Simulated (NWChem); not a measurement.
System: C2H6O2Si; SMILES C(=O)[SiH2]CO

NWChem input:

```
start job
memory heap 200 mb stack 900 mb global 1100 mb
geometry units angstroms noautoz
  O     -0.957930     2.084899     0.235145
  C      0.205904     1.842516     0.022080
  Si     0.831113     0.012588    -0.042491
  C     -0.682496    -1.130313    -0.096339
  O     -0.344030    -2.494147     0.038736
  H      0.932774     2.690314    -0.131334
  H      1.742891    -0.171810    -1.212301
  H      1.626002    -0.242070     1.203085
  H     -1.429773    -0.788759     0.646687
  H     -1.172565    -1.011765    -1.076670
  H     -0.017408    -2.636107     0.933169
end
basis spherical
  * library 6-31g*
end
dft
  xc m06-2x
  grid fine
  iterations 150
  mulliken
end
task dft gradient
```

Output (shortened):

```
             Northwest Computational Chemistry Package (NWChem) 7.3.0
             --------------------------------------------------------

 C1  symmetry detected

                             Geometry "geometry" -> ""
                             -------------------------

 Output coordinates in angstroms (scale by  1.889725989 to convert to a.u.)

  No.       Tag          Charge          X              Y              Z
 ---- ---------------- ---------- -------------- -------------- --------------
    1 O                    8.0000    -0.96818532     2.10975829     0.07130721
    2 C                    6.0000     0.20890449     1.86224519    -0.03756260
    3 Si                  14.0000     0.83358043     0.03128596    -0.00499771
    4 C                    6.0000    -0.67253787    -1.11258853    -0.15761915
    5 O                    8.0000    -0.34936184    -2.47271827     0.03847275
    6 H                    1.0000     0.94780073     2.70604463    -0.15013323
    7 H                    1.0000     1.83973454    -0.18161817    -1.08948972
    8 H                    1.0000     1.52085306    -0.19288580     1.30860883
    9 H                    1.0000    -1.47870961    -0.75299520     0.51167111
   10 H                    1.0000    -1.07855121    -1.01801038    -1.17814757
   11 H                    1.0000    -0.09907607    -2.59279858     0.96030935

 Effective nuclear repulsion energy (a.u.)     217.0843174619

                                 NWChem DFT Module
                                 -----------------

 Summary of "ao basis" -> "ao basis" (spherical)
 ------------------------------------------------------------------------------
       Tag                 Description            Shells   Functions and Types
 ---------------- ------------------------------  ------  ---------------------
 O                           6-31g*                  6       14   3s2p1d
 C                           6-31g*                  6       14   3s2p1d
 Si                          6-31g*                  8       18   4s3p1d
 H                           6-31g*                  2        2   2s

            General Information
            -------------------
          SCF calculation type: DFT
          Wavefunction type:  closed shell.
          No. of atoms     :    11
          No. of electrons :    48
           Alpha electrons :    24
            Beta electrons :    24
          Charge           :     0
          Spin multiplicity:     1
          Use of symmetry is: off; symmetry adaption is: off
          Maximum number of iterations: 150
          AO basis - number of functions:    86
                     number of shells:    44
          Convergence on energy requested:  1.00D-06
          Convergence on density requested:  1.00D-05
          Convergence on gradient requested:  5.00D-04

              XC Information
              --------------
                       M06-2X Method XC Functional
                     Hartree-Fock (Exact) Exchange  0.540
                        M06-2X Exchange Functional  1.000
                      M06-2X Correlation Potential  1.000

             Grid Information
             ----------------
          Grid used for XC integration:  fine
          Radial quadrature: Mura-Knowles
          Angular quadrature: Lebedev.
          Tag              B.-S. Rad. Rad. Pts. Rad. Cut. Ang. Pts.
          ---              ---------- --------- --------- ---------
          O                   0.60       70          13.0       590
          C                   0.70       70          11.0       590
          Si                  1.10      123           9.0       770
          H                   0.35       60          13.0       590
          Grid pruning is: on
          Number of quadrature shells:   763
          Spatial weights used:  Erf1

      Superposition of Atomic Density Guess
      -------------------------------------

 Sum of atomic energies:        -516.63591552

      Non-variational initial energy
      ------------------------------

 Total energy =    -518.653817
 1-e energy   =   -1142.378102
 2-e energy   =     406.639968
 HOMO         =      -0.260599
 LUMO         =      -0.045236

     ---------------------------------------------
      Total Density - Mulliken Population Analysis
     ---------------------------------------------

[...]

                         DFT ENERGY GRADIENTS

    atom               coordinates                        gradient
                 x          y          z           x          y          z
   1 O      -1.829605   3.986865   0.134751    0.006139  -0.001418  -0.000440
   2 C       0.394772   3.519133  -0.070983   -0.012097  -0.000516   0.001305
   3 Si      1.575239   0.059122  -0.009444   -0.004687   0.001029  -0.001077
   4 C      -1.270912  -2.102487  -0.297857    0.006488  -0.012270   0.003381
   5 O      -0.660198  -4.672760   0.072703   -0.000197   0.004662   0.003071
   6 H       1.791084   5.113683  -0.283711    0.005112   0.003937  -0.000704
   7 H       3.476594  -0.343209  -2.058837    0.003128  -0.000836  -0.002883
   8 H       2.873996  -0.364501   2.472912    0.002074  -0.000619   0.003653
   9 H      -2.794356  -1.422955   0.966918   -0.003267   0.003141   0.002131
  10 H      -2.038166  -1.923761  -2.226376   -0.001815   0.002139  -0.004416
  11 H      -0.187227  -4.899679   1.814722   -0.000879   0.000751  -0.004020
```

Level: M06-2X/6-31G* (spherical d). All runs use the structure optimised with PBE0/def2-SVP.
